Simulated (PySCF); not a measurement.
CH3Cl2GaO, SMILES C[O][Ga]([Cl])[Cl]. Atoms are numbered in the order given.

```xyz
8

Ga    -0.0713     0.1251     0.0000
Cl    -0.5369     2.2091     0.0000
Cl     1.9633    -0.5764     0.0000
O     -1.4152    -1.0470     0.0000
C     -1.2042    -2.4527     0.0000
H     -1.6804    -2.9008    -0.8995
H     -1.6804    -2.9008     0.8995
H     -0.1290    -2.7406     0.0000
```
Charge 0, spin multiplicity 1.

Coordinates come from a PBE-D3(BJ)/def2-SVP optimisation. The structure was generated by enumeration; whether it is a known compound was not checked. The values are those of a single conformer.

Two levels are set side by side: PBE/pcSseg-1 (PySCF) and KT2/pcSseg-1 (PySCF). GIAO shifts against H2O (¹⁷O), HCl (³⁵Cl), TMS (¹H), TMS (¹³C) at the same level; non-relativistic, no solvent, atoms listed together averaged. Without spin–orbit terms, shifts of atoms bonded to Cl or Br come out too high at both levels. Differences are taken from unrounded values.

```tsv
quantity	KT2	PBE	PBE minus KT2
δ(¹⁷O) of O4 (ppm)	131.8	135.5	3.7
δ(¹³C) of C5 (ppm)	63.7	64.5	0.8
```

Rough cost on one machine, each run with all the roots and properties that it gave: KT2 against PBE within a factor of 2.
